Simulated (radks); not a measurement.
The numbers below are computed, except where a source is named.
How relativity changes the ionisation of the silicon ion Si3+ ([Ne] 3s1) to Si4+ ([Ne]). Spin-unpolarised spherical Kohn-Sham, LDA (Slater exchange, Perdew-Wang correlation), point nucleus unless stated (finite: rms radius 3.1224 fm), a radial shooting solver on a logarithmic mesh with Libxc functionals. A level marked "c x" has the speed of light scaled by that factor.

level                        E(Si3+) (hartree)  E(Si4+) (hartree)  IE (eV)   HOMO  <r> HOMO (bohr)
non-rel.                            -286.06150         -284.40792   44.996     3s            1.845
scalar-rel.                         -286.68759         -285.03043   45.094     3s            1.841
scalar-rel., finite nucleus         -286.68740         -285.03024   45.093     3s            1.841
Dirac                               -286.68796         -285.03081   45.093  3s1/2            1.841
Dirac, finite nucleus               -286.68777         -285.03061   45.093  3s1/2            1.841
Dirac, c x 1.25                     -286.46170         -284.80583   45.058  3s1/2            1.843
Dirac, c x 1.5                      -286.33914         -284.68397   45.039  3s1/2            1.843
Dirac, c x 3                        -286.13079         -284.47682   45.007  3s1/2            1.845

NIST Atomic Spectra Database: 45.142 eV (measured). The relativistic part of the total energy of Si3+ is -0.6263 hartree (Dirac, finite nucleus), 0.22 % of the non-relativistic value. Spin polarisation and multiplet splitting of open shells are left out at every level.

Beside tabulated values, note that spin-unpolarised runs miss the spin-polarisation part of the exchange energy of open shells.
